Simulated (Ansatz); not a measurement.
## Two structures, one formula

Two relaxed structures of BH₂ClOF (charge +1), singlet (PBE0-D4/def2-TZVP; forces vanish, vibrations not checked).

A:

```xyz
6
angstrom
O -0.2350 0.7283 0.0901
B 0.2956 -0.6404 -0.0410
F 1.4791 -0.7327 0.4488
Cl -0.6996 -1.7838 -0.7754
H -1.1194 0.9826 -0.2268
H 0.2793 1.4459 0.5043
```

B:

O1  (0.096, 1.036, 0.307)
B2  (0.458, -0.205, 0.146)
F3  (1.481, -0.933, 0.406)
Cl4  (-0.913, -1.243, -0.715)
H5  (-1.780, -0.280, -0.845)
H6  (0.695, 1.668, 0.730)
(Å)

Ansatz 0.2.0; basis: def2-TZVPP; cores frozen in the correlated methods. B3LYP uses VWN-RPA correlation.

(1) Which structure is lower at CCSD(T), and by how much? (An estimate is asked for; the value comes from the calculation.)

The T1 diagnostic stays at or below 0.013.

Answers

(1) The calculation gives: A, by 0.574 eV (electronic energy, against the other). By their contacts, A is BH₂ClOF ([OH2][B]([F])[Cl]), total charge +1 and B is BH₂ClOF ([OH][B]([F])[ClH]), total charge +1.

All methods give the same order:

```csv
method,E(B) − E(A) (eV)
PBE-D4,0.494
r2SCAN-D4,0.554
PBE0-D4,0.571
B3LYP-D4,0.528
wB97M-V,0.567
HF,0.670
MP2,0.598
CCSD,0.591
CCSD(T),0.574
```

Labels in which every atom is bracketed show which atoms are joined, not bond orders.

For scale, one of the runs: CCSD(T)/def2-TZVPP, 163 basis functions, launched by `ansatz run in.yaml --threads 2 --pin off --events-out ev --progress --plain --max-ram 4352MiB`. Hardware: 2 CPU threads of an Arm Neoverse V1, shared host. Wall time 37 s; peak host memory 1.3 GiB.
